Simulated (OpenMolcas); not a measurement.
Re6+ among 3 point charges of -3 e arranged as a planar triangle (D3h).

```json
{"Program": "OpenMolcas 26.06", "Method": "SS-CASPT2, IPEA 0.25 Eh, imaginary shift 0.1 Eh (closed shells correlated: 4f 5s 5p)", "Basis": "ANO-RCC-VDZP [7s6p4d2f1g]", "Scalar Hamiltonian": "DKH2, point nucleus", "Active space": "1 electron in 5 orbitals (5d)", "State averaging": "2S+1 = 2 even, 5 roots", "Spin-orbit coupling": "state interaction with AMFI integrals over the reference wave functions"}
```

All point charges move together. At R = 1.94 Å the first state of the same spin is 6780 cm-1, and at R = 2.12 Å it is 4950 cm-1.

Problem. A third run gives 4160 cm-1. What distance was it run at?

Solution. With a power law R^-n the two known points give n = -ln(4950 / 6780) / ln(2.12 / 1.94) = 3.55. Then R = 1.94 × (6780 / 4160)^(1/3.55) = 2.226 Å. The run was at 2.23 Å, so the estimate is off by -0.004 Å.

Roots that are degenerate in the reference are averaged as groups; the widest CASPT2 spread within a group is 89 cm-1 (the 2-fold group of multiplicity 2 near 18500 cm-1 above the lowest state of its run, R = 2.23). Shifts and gaps below about the spread of the groups concerned are not significant. Free-ion shares, where given, are those of the reference states; single-state CASPT2 does not remix them. Spin-orbit coupling mixes the spin-free states strongly: the lowest level takes only 68 % from its leading state, 2A1 (figures for R = 1.94; the like holds for R = 2.12, R = 2.23). This is an electrostatic model: the charges have no orbitals. No measured value stands beside these numbers.
